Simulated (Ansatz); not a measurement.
`[OH][Ti]([OH])([Cl])[Cl]` + H–F → `[OH][Ti]([F])([Cl])[Cl]` + H₂O at 600 K and 1 bar (ligand exchange at a Ti–O bond).

Program: Ansatz. Geometries: PBE0-D4/def2-TZVP. ΔE: electronic, gas phase. CCSD(T)/CBS is the MP2 limit (def2-TZVPP, def2-QZVPP) plus CCSD(T) − MP2 in def2-TZVPP, frozen cores. This one scheme is used for every species. For Ti outer-core shells are correlated without core-valence functions, which leaves a few kJ/mol of doubt a bond. Scalar relativity is left out up to krypton. Each species was taken in one conformer, which may not be the lowest.

```csv
species,CCSD(T)/CBS energy (Eh),H − E (kJ/mol),S (J/(mol·K))
`[OH][Ti]([OH])([Cl])[Cl]`,-1920.27279,136.9,470.3
H–F,-100.39570,42.3,194.0
`[OH][Ti]([F])([Cl])[Cl]`,-1944.30161,102.9,449.6
H₂O,-76.37941,76.8,212.8
```

H − E and S are ideal-gas, rigid-rotor, harmonic terms from PBE0-D4/def2-TZVP, for one conformer and one mirror image of each species. 1 Eh = 2625.50 kJ/mol, R = 8.31446 J/(mol·K).

By hand: ΔE, ΔH, ΔS and ΔG.

ΔE = (-1944.30161) + (-76.37941) − (-1920.27279) − (-100.39570) = -0.01253 Eh = -32.9 kJ/mol. Δ(H − E) = 102.9 + 76.8 − 136.9 − 42.3 = 0.5, so ΔH = -32.4 kJ/mol. ΔS = 449.6 + 212.8 − 470.3 − 194.0 = -1.9 J/(mol·K). ΔG = -32.4 − 600 × (-1.9)/1000 = -31.3 kJ/mol.

By hand: the equilibrium constant, and the temperature at which ΔG would vanish if ΔH and ΔS stayed fixed.

log₁₀ K = −ΔG/(RT ln 10) = 2.7. ΔG = 0 at ΔH/ΔS = 17053 K, far beyond where these terms or the molecules hold.

The number of gas molecules stays the same, so ΔS is small and ΔH decides. A doubt of 5 kJ/mol in ΔE shifts log₁₀ K by 0.4 here. Other conformers and mirror images would add mixing entropy, several J/(mol·K) or more a flexible species. These are equilibria of isolated gas molecules and say nothing of rates. Largest T1 diagnostic: 0.024 (customary marks: 0.02 for closed shells, 0.045 for open ones).
